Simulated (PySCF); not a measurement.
C₅H₅F, SMILES C=CC=C=CF. Heavy atoms are numbered as in [CH2:1]=[CH:2][CH:3]=[C:4]=[CH:5][F:6]. Hydrogens are named by the atom that carries them.

Geometry optimised at B3LYP-D3(BJ)/def2-SVP. This is a generated structure with no PubChem entry under its InChIKey; it may be hypothetical. The values are those of a single conformer.

Level of theory: PBE/pcSseg-1 run with PySCF.

GIAO shieldings, no solvent; atoms alike by connectivity are averaged. δ = σ(ref) − σ: ¹³C against TMS (σ = 182.0 ppm); ¹⁹F against CFCl3 (σ = 133.6 ppm); ¹H against TMS (σ = 31.49 ppm), references at their B3LYP-D3(BJ)/def2-TZVP geometries, non-relativistic.

| nucleus | atoms | count | δ (ppm) |
|---|---|---|---|
| ¹³C | C4 | 1 | 215.1 |
| ¹³C | C2 (CH) | 1 | 144.1 |
| ¹³C | C5 (CH) | 1 | 138.8 |
| ¹³C | C1 (CH2) | 1 | 129.8 |
| ¹³C | C3 (CH) | 1 | 119.5 |
| ¹⁹F | F6 | 1 | -182.7 |
| ¹H | H on C5 | 1 | 7.81 |
| ¹H | H on C3 | 1 | 6.94 |
| ¹H | H on C2 | 1 | 6.63 |
| ¹H | H on C1 | 2 | 5.89 |
